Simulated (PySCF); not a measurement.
**LaC: one state, many levels of theory**

State: doublet, about 0.1 electrons in the 4f shell (Mulliken). Set-up: basis La x2c-SVPall, C x2c-SVPall; spin-free X2C with a Gaussian nucleus; PySCF 2.14. De refers to La (5d1 6s2) + C in their high-spin ground configurations, without counterpoise correction. The functionals are run spin-unrestricted. A positive dipole means La(−)C(+). Levels whose curve was spin-contaminated or gave no clean fit are not listed.

| Level | Re (Å) | ωe (cm⁻¹) | De (eV) | μ (D) | CPU s a point (SCF and correlation, without the integrals) |
| --- | --- | --- | --- | --- | --- |
| ROHF | 1.949 | 765 | n/a | -8.79 | 0.78 |
| ROHF-MP2 | 1.968 | 794 | n/a | n/a | 1.5 |
| ROHF-SCS-MP2 | 1.971 | 778 | n/a | n/a | n/a |
| ROHF-CCSD | 1.967 | 746 | 3.68 | n/a | n/a |
| ROHF-CCSD(T) | 1.985 | 716 | 4.02 | n/a | 52 |
| PBE | 1.951 | 752 | n/a | -6.43 | 4 |
| r²SCAN | 1.946 | 769 | n/a | -6.73 | 4.8 |
| PBE0 | 1.933 | 788 | n/a | -7.06 | 5 |
| M06 | 1.932 | 766 | 4.69 | -6.88 | 5.4 |
| LC-ωPBE | 1.896 | 861 | n/a | -8.00 | 7.1 |

(1) What does a quarter of exact exchange do here, going from PBE to PBE0?

(2) What does the step from GGA to meta-GGA do here, going from PBE to r²SCAN?

(3) What does second-order correlation do here, going from ROHF to ROHF-MP2?

Correlated steps freeze 19 core orbitals. Correlated levels converge slowly with the basis: in double zeta they bind strong bonds too weakly, by up to about 1 eV, and carry superposition errors of some tenths. Spin–orbit coupling is left out, which matters for elements this heavy, above all for dissociation energies. With d or f electrons several states lie close, and the lowest PBE0 determinant need not be the measured ground state.

The whole job (state search and all levels along the bond) took about 8.7 min on 2 threads of Arm Neoverse V1 (shared host), peak memory 1.8 GiB.

Results:

(1) PBE0 less PBE: -1.8 pm in Re, +4.8 % in ωe. Exact exchange removes part of the self-interaction that spreads semilocal densities, and in most molecules shortens and stiffens the bond and lowers De; so it does here.

(2) r²SCAN less PBE: -0.5 pm in Re, +2.3 % in ωe. 

(3) ROHF-MP2 less ROHF: +1.9 pm in Re, +3.8 % in ωe. Correlation nearly always deepens the well. The bond lengthens, as in strong covalent bonds, where excitations into antibonding orbitals dominate.
